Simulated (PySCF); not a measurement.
CH₆BeOSi, SMILES [SiH3][Be][O]C. The structure is a stationary point at ωB97X-D3(BJ)/def2-SVP. One conformer was computed; it need not be the lowest.

Task: Give the equilibrium geometry at ωB97X-D3(BJ)/def2-SVP (PySCF confirms it by a frequency run) as Cartesian coordinates in Å, and its point group. (An estimate is asked for; the answer gives what the named calculation found.)

Result: This is not unique; one that fits is point group C3.
```xyz
10

Be     0.0000     0.0000    -0.0284
O      0.0000     0.0000    -1.4252
C      0.0000     0.0000    -2.8112
H     -0.8963    -0.5119    -3.2027
H      0.0048     1.0322    -3.2027
H      0.8915    -0.5202    -3.2027
Si     0.0000     0.0000     2.1350
H      1.0772    -0.8738     2.7004
H     -1.2954    -0.4960     2.7004
H      0.2182     1.3698     2.7004
```
